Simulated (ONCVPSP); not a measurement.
vanadium: one change to an ONCV potential, before and after

```
Element                 : V
Generator               : ONCVPSP 4.0.1
Type                    : optimised norm-conserving Vanderbilt (ONCV)
Functional              : PBEsol
Relativity              : fully relativistic
Frozen core             : [Ne] 3s2
Valence charge          : 11
Reference configuration : 3p6 3d3 4s2
Partial waves           : 4s: rc 2.70 bohr, ncon 4, nbas 9, qcut 2.7 1/bohr, 3 projectors, debl 3.9 Ha; 3p: rc 1.35 bohr, ncon 5, nbas 9, qcut 11 1/bohr, 2 projectors, debl 1.2 Ha; 3d: rc 1.95 bohr, ncon 4, nbas 9, qcut 8.9 1/bohr, 1 projector; f scattering state at 0.07 Ha: rc 2.20 bohr, ncon 4, nbas 8, qcut 5.1 1/bohr, 1 projector
Local potential         : polynomial inside 1.15 bohr (lpopt 5, dvloc0 3 Ha)
Core correction         : Teter function, fcfact 4.75, rcfact 1.2
```

Open shells are filled in proportion to 2j + 1.

In the p channel the program set the typed energies aside and used -1.605, 0.250 Ha (j = l + 1/2; the other j can differ).

All-electron outer shells of the reference configuration (PBEsol, scalar-relativistic, ld1.x):

| shell | level (eV) | outermost node (bohr) | outermost maximum (bohr) |
| --- | --- | --- | --- |
| 3s | -70.03 | 0.38 | 0.82 |
| 3p | -43.95 | 0.35 | 0.84 |
| 3d | -5.18 | – | 0.90 |
| 4s | -4.72 | 1.17 | 2.76 |

Change: all radii but the core radius scaled by about 0.80 (s 2.14, p 1.08, d 1.56, f 1.76 bohr); local potential polynomial inside 0.92 bohr (lpopt 5, dvloc0 3 Ha).

Cutoffs: the cutoffs (Ha) at which the residual kinetic energy of the hardest occupied pseudo-wave falls to 1 and 0.1 mHa per electron; they do not see the model core or the augmentation charge, which bear on the density cutoff. Errors are all-electron minus pseudo energies relative to the spin-unpolarised reference configuration.

Q: How do hardness, ghosts and transferability respond?

A: The potential gets harder (28 Ha and 44 Ha → 43 Ha and 55 Ha); of the 4 tests that both files solve, the error grows in 2 and shrinks in 0 by more than 15 % and 0.3 meV (median size 17.8 → 19.9 meV); neither file shows a bound ghost. A smaller radius makes the pseudo-wave follow the all-electron one further in, where it bends more sharply, so more plane waves are needed.

| quantity | base | changed |
| --- | --- | --- |
| cutoff, loose | 28 Ha | 43 Ha |
| cutoff, tight | 44 Ha | 55 Ha |
| loose cutoff by channel | s 2.9 Ha, p 23 Ha, d 28 Ha | s 3.0 Ha, p 43 Ha, d 33 Ha |
| bound ghosts | none | none |
| GHOST(+) flags under 300 eV | s at 138.1 eV | s at 113.5 eV |
| error for 3p6 3d3 4s1, meV [ΔE 7.75 eV] | -3.9 | -4.5 |
| error for 3p6 3d3 4s0, meV [ΔE 21.95 eV] | -16 | -20 |
| error for 3p6 3d2 4s0, meV [ΔE 50.80 eV] | +158 | +149 |
| error for 3p6 3d3 4s0 4p2, meV [ΔE 6.88 eV] | -20 | -20 |
| rms error of d²Exc/dni dnj with the model core, mHa | 8.03 | 8.23 |

Base: These tests converged, but a pseudo level misses the all-electron one widely, so the file describes the atom poorly there or has found another state: 3p6 3d3 4s0 4p2: empty 4s by 11.4 eV. Changed file: These tests converged, but a pseudo level misses the all-electron one widely, so the file describes the atom poorly there or has found another state: 3p6 3d3 4s0 4p2: empty 4s by 11.4 eV.
